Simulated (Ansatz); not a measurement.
CH$_{8}$AlGaSi (`[SiH3][CH2][AlH][GaH2]`). The species carries charge 0 and has multiplicity 1. The structure was optimised at the PBE0-D4/def2-TZVP level. It is one conformer, not always the lowest.

```xyz
12

Si   -1.212   -0.051   -0.803
C     0.533   -0.228   -1.395
Al    1.603   -0.525    0.243
Ga    0.222    0.507    2.064
H    -1.792   -1.360   -0.402
H    -2.167    0.652   -1.702
H    -1.207    0.786    0.471
H     0.640   -0.975   -2.185
H     0.865    0.737   -1.805
H     3.001   -1.285    0.180
H     0.267    2.062    2.343
H    -0.754   -0.319    2.991
```

What is the dipole moment at B3LYP/def2-TZVPP? (Estimate.)

Ansatz gave: 2.05 D, with components (0.60, -0.42, -1.92) D in this frame, pointing from negative to positive charge.

And with PBE, r2SCAN, ωB97M-V? (Estimate.)

Ansatz gave: PBE 2.01 D, r2SCAN 2.09 D, ωB97M-V 2.07 D.

Give the Mulliken charges with B3LYP, ωB97M-V, r2SCAN in def2-TZVPP. (Best estimate.)

Ansatz gave: 
```tsv
atom	B3LYP	ωB97M-V	r2SCAN
Si1	0.26	0.17	0.29
C2	-0.37	-0.48	-0.39
Al3	0.38	0.39	0.43
Ga4	0.00	-0.05	0.01
H5	-0.05	-0.01	-0.05
H6	-0.06	-0.02	-0.07
H7	-0.09	-0.07	-0.09
H8	0.10	0.12	0.09
H9	0.10	0.13	0.09
H10	-0.13	-0.10	-0.15
H11	-0.07	-0.04	-0.08
H12	-0.07	-0.04	-0.08
```

B3LYP here is the variant with VWN-RPA as its local correlation; programs differ in this.
